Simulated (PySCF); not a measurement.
A structure optimised at ωB97X-D3(BJ)/def2-SVP, used in a PySCF frequency run:

```
Se
Cl 1 2.1449
Cl 1 2.2832 2 93.85
Cl 1 2.2832 2 93.85 3 -147.57
```
Charge 0, spin multiplicity 2.

Write its SMILES, formula and point group.

Cl[Se](Cl)Cl, Cl3Se, Cs

What are its rotational constants (standard atomic weights)?

3.1674, 1.4320, 1.0417 GHz
